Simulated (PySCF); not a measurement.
C3H6OSi, SMILES [C@@H]1([SiH3])C=CO1.

The structure is a stationary point at B3LYP-D3(BJ)/def2-SVP. The structure was generated by enumeration; whether it is a known compound was not checked.

Computed with TDDFT-PBE/def2-SVPD in PySCF.

Vertical excitations. 

| state | energy (eV) | λ (nm) | f | main pairs |
|---|---|---|---|---|
| S1 | 5.36 | 231 | 0.000 | HOMO→LUMO+1 97 % |
| S2 | 5.57 | 223 | 0.018 | HOMO→LUMO+2 91 % |
| S3 | 5.72 | 217 | 0.027 | HOMO→LUMO 57 %, HOMO→LUMO+4 17 %, HOMO→LUMO+3 14 % |
| S4 | 6.02 | 206 | 0.006 | HOMO→LUMO+3 79 %, HOMO→LUMO+4 15 % |
| S5 | 6.36 | 195 | 0.020 | HOMO→LUMO+5 81 %, HOMO→LUMO+4 15 % |
| S6 | 6.46 | 192 | 0.016 | HOMO→LUMO+4 44 %, HOMO→LUMO+5 18 %, HOMO→LUMO 13 %, HOMO→LUMO+6 11 % |
| S7 | 6.78 | 183 | 0.006 | HOMO→LUMO+7 63 %, HOMO→LUMO+6 34 % |
| S8 | 6.91 | 179 | 0.038 | HOMO→LUMO+6 47 %, HOMO→LUMO+7 27 %, HOMO→LUMO 7 % |
| S9 | 7.10 | 175 | 0.156 | HOMO−1→LUMO 85 % |
| S10 | 7.25 | 171 | 0.018 | HOMO−1→LUMO+1 49 %, HOMO→LUMO+8 47 % |
| T1 | 4.05 | 306 | 0 | HOMO→LUMO 96 % |
| T2 | 5.26 | 236 | 0 | HOMO→LUMO+1 77 %, HOMO→LUMO+2 22 % |
| T3 | 5.36 | 231 | 0 | HOMO→LUMO+2 77 %, HOMO→LUMO+1 23 % |
| T4 | 5.95 | 209 | 0 | HOMO→LUMO+3 99 % |
Triplets are in the Tamm–Dancoff approximation, which puts them higher than full response would, so one can lie above its singlet here.
